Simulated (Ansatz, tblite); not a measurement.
Cost and result up the ladder for the cluster Li₅H₆ (11 atoms). Charge 0, multiplicity 2. Geometry: r2SCAN-D4/def2-TZVP.

```tsv
atom	x (Å)	y (Å)	z (Å)
Li1	1.3944	0.8164	-1.3529
Li2	-0.9037	1.5035	-0.7144
Li3	0.4305	-0.0604	0.7671
Li4	-2.6683	-1.3001	0.1284
Li5	-0.4259	-0.9422	-1.5738
H6	1.1652	-0.8605	-0.6618
H7	1.0156	-1.0624	2.5319
H8	-0.2233	0.7740	-2.2107
H9	-1.3191	-0.1054	0.1174
H10	0.6972	1.6350	0.1457
H11	0.8374	-0.3979	2.8233
```

Ansatz on 4 threads of Arm Neoverse V2 on a shared host; xTB runs through tblite on one thread. Times are rough, summed over both states, and most runs start from the orbitals of an earlier one. CCSD(T)/def2-TZVPP serves as the yardstick here, not as an exact answer. The other state is a quartet at its own geometry.

The xTB rows come from tblite. LC-ωPBE has ω = 0.4 bohr⁻¹. Correlated methods freeze no core orbitals; core or outer-core shells of Li are correlated, in sets that lack core-valence functions. In the doublet, H7 and H11 lie 0.75 Å apart (atoms count from 1), so H2 has formed as a molecule. In the quartet, H7 and H11 lie 0.75 Å apart, H6 and H8 lie 0.83 Å apart (atoms count from 1), so H2 has formed as a molecule. The structure comes from a short search, and lower isomers may exist.

xTB has no spin-polarisation term.

```json
{"level": "r2SCAN0-D4/def2-TZVP (with forces)", "functions": "106", "quartet − doublet (eV)": "2.74", "difference from CCSD(T)/def2-TZVPP (eV)": "-0.24"}
{"level": "LDA (SPW92)/def2-TZVP", "functions": "106", "quartet − doublet (eV)": "2.61", "difference from CCSD(T)/def2-TZVPP (eV)": "-0.37"}
{"level": "RPA@PBE/def2-TZVP", "functions": "106", "quartet − doublet (eV)": "3.03", "difference from CCSD(T)/def2-TZVPP (eV)": "0.05"}
{"level": "LC-ωPBE/def2-TZVP", "functions": "106", "quartet − doublet (eV)": "3.07", "difference from CCSD(T)/def2-TZVPP (eV)": "0.09"}
{"level": "PBE-QIDH/def2-TZVP", "functions": "106", "quartet − doublet (eV)": "2.91", "difference from CCSD(T)/def2-TZVPP (eV)": "-0.07"}
{"level": "MP2/def2-TZVP", "functions": "106", "quartet − doublet (eV)": "2.97", "difference from CCSD(T)/def2-TZVPP (eV)": "-0.01"}
{"level": "GFN1-xTB", "functions": "32", "quartet − doublet (eV)": "4.11", "difference from CCSD(T)/def2-TZVPP (eV)": "1.13"}
{"level": "PBE-D4/def2-TZVP", "functions": "106", "quartet − doublet (eV)": "2.61", "difference from CCSD(T)/def2-TZVPP (eV)": "-0.37"}
{"level": "GFN2-xTB", "functions": "26", "quartet − doublet (eV)": "6.13", "difference from CCSD(T)/def2-TZVPP (eV)": "3.15"}
{"level": "BHLYP-D4/def2-TZVP", "functions": "106", "quartet − doublet (eV)": "3.26", "difference from CCSD(T)/def2-TZVPP (eV)": "0.28"}
{"level": "r2SCAN-D4/def2-TZVP", "functions": "106", "quartet − doublet (eV)": "2.63", "difference from CCSD(T)/def2-TZVPP (eV)": "-0.35"}
{"level": "PBE0-D4/def2-TZVP", "functions": "106", "quartet − doublet (eV)": "2.74", "difference from CCSD(T)/def2-TZVPP (eV)": "-0.24"}
{"level": "CCSD(T)/def2-TZVPP", "functions": "179", "quartet − doublet (eV)": "2.98", "difference from CCSD(T)/def2-TZVPP (eV)": "0.00"}
```

Q: Estimate how long each takes.

A: GFN1-xTB 0.006 s; GFN2-xTB 0.006 s; MP2/def2-TZVP 0.75 s; LDA (SPW92)/def2-TZVP 1.2 s; PBE-D4/def2-TZVP 2.2 s; BHLYP-D4/def2-TZVP 2.4 s; PBE-QIDH/def2-TZVP 3.2 s; RPA@PBE/def2-TZVP 3.3 s; PBE0-D4/def2-TZVP 3.7 s; r2SCAN-D4/def2-TZVP 4.4 s; r2SCAN0-D4/def2-TZVP (with forces) 4.8 s; LC-ωPBE/def2-TZVP 5 s; CCSD(T)/def2-TZVPP 11 min. On shared hardware such times vary by a factor of up to 3.
